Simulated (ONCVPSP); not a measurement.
# Transferability test, ONCV potential for chlorine (Cl)

```
Element                 : Cl (Z = 17)
Generator               : ONCVPSP 4.0.1
Type                    : optimised norm-conserving Vanderbilt (ONCV)
Functional              : LDA (Perdew-Zunger)
Relativity              : scalar-relativistic
Frozen core             : [Ne]
Valence charge          : 7
Reference configuration : 3s2 3p5
Partial waves           : 3s: rc 1.40 bohr, ncon 4, nbas 7, qcut 5.3 1/bohr, 2 projectors, debl 2.5 Ha; 3p: rc 1.40 bohr, ncon 3, nbas 7, qcut 6.2 1/bohr, 2 projectors, debl 2.9 Ha; d scattering state at 0.12 Ha: rc 1.35 bohr, ncon 4, nbas 8, qcut 7.3 1/bohr, 2 projectors, debl 3.1 Ha
Local potential         : polynomial inside 0.90 bohr (lpopt 5, dvloc0 1 Ha)
Core correction         : Teter function, fcfact 5.25, rcfact 1.65
```

Energies are relative to the spin-unpolarised reference configuration 3s2 3p5; without spin polarisation the order of configurations can differ from experiment.

| valence configuration | charge | ΔE all-electron (eV) | error AE − PS (meV) |
| --- | --- | --- | --- |
| 3s2 3p4 | +1 | 13.972 | -1.8 |
| 3s2 3p2 | +3 | 77.895 | -25 |
| 3s1 3p5 | +1 | 26.566 | -5.9 |

(1) What are ΔE and the potential's error for 3s2 3p3?

Answers

(1) ΔE = 39.500 eV all-electron; the error (AE − PS) is -8.2 meV.
